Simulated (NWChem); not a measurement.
AlHIF; SMILES [F][AlH][I]

def2 effective core potentials on I; no spin-orbit coupling.

Question: Give the equilibrium geometry at PBE0/def2-SVP with def2 effective core potentials on I (NWChem) as a list of bonds and angles, with the point group.

Answer: point group Cs; any orientation.
Bonded distances (Å): Al1–F2 1.661, Al1–H3 1.569, Al1–I4 2.453. Bond angles (°): F2–Al1–H3 119.0, F2–Al1–I4 117.8, H3–Al1–I4 123.2.
